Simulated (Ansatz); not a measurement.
`SB[SiH2][SeH]` and `C#CB[SiH2][SeH]` differ in one atom or group.

Ansatz, PBE0-D4/def2-TZVP geometries, multiplicity 1. Each molecule was computed in one conformer, which needn't be the lowest.

Scalar relativity is left out up to krypton.

| property | `SB[SiH2][SeH]` |
| --- | --- |
| LUMO energy (PBE0/def2-TZVPP) / eV | -1.95 |
| size of the dipole moment (ωB97M-V/def2-TZVPP) / D | 2.19 |
| HOMO–LUMO gap (PBE/def2-TZVPP) / eV | 2.90 |
| HOMO–LUMO gap (PBE0/def2-TZVPP) / eV | 4.92 |
| HOMO energy (ωB97M-V/def2-TZVPP) / eV | -9.02 |
| HOMO–LUMO gap (B3LYP/def2-TZVPP) / eV | 4.53 |

Question: What does the change do to each property? (An estimate is asked.)

Answer: The calculation gave: 
```tsv
property	`C#CB[SiH2][SeH]`	shift
LUMO energy (PBE0/def2-TZVPP) / eV	-1.08	0.87
size of the dipole moment (ωB97M-V/def2-TZVPP) / D	1.80	-0.39
HOMO–LUMO gap (PBE/def2-TZVPP) / eV	3.96	1.06
HOMO–LUMO gap (PBE0/def2-TZVPP) / eV	5.82	0.90
HOMO energy (ωB97M-V/def2-TZVPP) / eV	-8.92	0.10
HOMO–LUMO gap (B3LYP/def2-TZVPP) / eV	5.41	0.88
```

The zero-point energy changes by 24.8 kJ/mol with +3 modes. Dipoles are sizes alone; their direction can turn.

B3LYP here is the variant with VWN-RPA as its local correlation; programs differ in this.

Spin–orbit coupling is left out; it splits and shifts lone-pair levels of the heavy atoms by tenths of an eV.
